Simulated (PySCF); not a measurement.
CH3ClGa, SMILES [CH3][Ga][Cl], multiplicity 2.

The structure is a stationary point at B3LYP-D3(BJ)/def2-TZVP. The spin state was assumed, not searched. The isomer is the one that the SMILES or the coordinates give; other isomers of the formula were not compared.

These are C-PCM-ωB97X/def2-SVP (PySCF) values and carry that method's errors.

The values are the electrostatic part of the solvation free energy, E(continuum) − E(gas) at the gas-phase geometry, in a cavity of scaled van der Waals radii (PySCF's table); cavitation and dispersion terms are not included. A continuum can't describe solvent molecules that bind to the metal. The dipole moment in vacuum is 2.65 D.

Computed values in water (ε = 78.36), ethylethanoate (ε = 5.99), n-hexane (ε = 1.88):
| solvent | ε | ΔG(elec) (kcal/mol) | dipole (D) |
|---|---|---|---|
| water | 78.36 | -4.3 | 3.54 |
| ethylethanoate | 5.99 | -3.5 | 3.37 |
| n-hexane | 1.88 | -1.8 | 3.02 |
